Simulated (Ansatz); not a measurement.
The cluster Ga₃Sb₂⁺, relaxed as a quintet with UKS r2SCAN-D4/def2-SVP in Ansatz, starting from the r2SCAN-D4/def2-SVP geometry of the charge +1 singlet. Force threshold 0.02 eV/Å.

In the def2 sets Sb takes a core potential; there is no spin–orbit coupling. The relaxation made no stability test and no search for a lower SCF solution. At r2SCAN-D4/def2-SVP a singlet of charge 1 lies 1.12 eV below the quintet, each at its own geometry. The structure comes from a short search, and lower isomers may exist.

Start:

```tsv
atom	x (Å)	y (Å)	z (Å)
Ga1	2.280	0.249	0.019
Ga2	-2.718	0.586	1.401
Ga3	1.219	-1.061	-1.923
Sb4	-0.275	-1.025	0.947
Sb5	-0.506	1.251	-0.444
```

Estimate the energy that the relaxation releases and the steps that it takes.

0.91 eV, in 7 steps; 70 s on 4 threads of Arm Neoverse V1 on a shared host. No frequencies were taken in this run, so the end may be a saddle point.

Does the start keep its bonding and symmetry?

By distances, no bond broke or formed. The bond that changes most is Ga3–Sb5, from 3.24 to 2.84 Å (atoms count from 1). Point group Cs at the start, C2v at the end, both within 0.05 Å.

Predict the relaxed structure.


Cartesian coordinates in Å:
```
Ga 2.120 0.347 0.214
Ga -2.409 0.511 1.231
Ga 0.846 -0.976 -1.729
Sb -0.150 -1.205 0.919
Sb -0.408 1.323 -0.635
```
Bond lengths (bridged metal pairs left out): 6 × Ga–Sb 2.84 to 2.85 Å; 1 × Sb–Sb 2.98 Å.
